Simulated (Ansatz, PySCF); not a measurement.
Reaction 4 R1 + R2 → 4 P1 + P2, each structure at its B3LYP-D3(BJ)/def2-TZVP stationary point, reached from a drawn start (curvature not checked).
P1, H2 (SMILES [H][H]) (charge 0, multiplicity 1):
```xyz
2

H      0.000     0.000     0.372
H      0.000     0.000    -0.372
```
R1: HF (SMILES F), charge 0, multiplicity 1.
R2: SiH4 (SMILES [SiH4]), charge 0, multiplicity 1.
P2: SiF4 (SMILES F[Si](F)(F)F), charge 0, multiplicity 1.

P less R. No zero-point or thermal terms.

Codes used: Ansatz (a program for electronic structure); PySCF for the D3/D4 terms. Each number belongs to the level named beside it.

Task: What reaction energy does BLYP/def2-TZVPP give?

Result: -5.15 eV

Task: Predict the reaction energy from revPBE-D4/def2-TZVPP.

Result: -4.91 eV

Task: Estimate the reaction energy that BHLYP-D3(BJ)/def2-TZVPP returns for this input.

Result: -5.29 eV
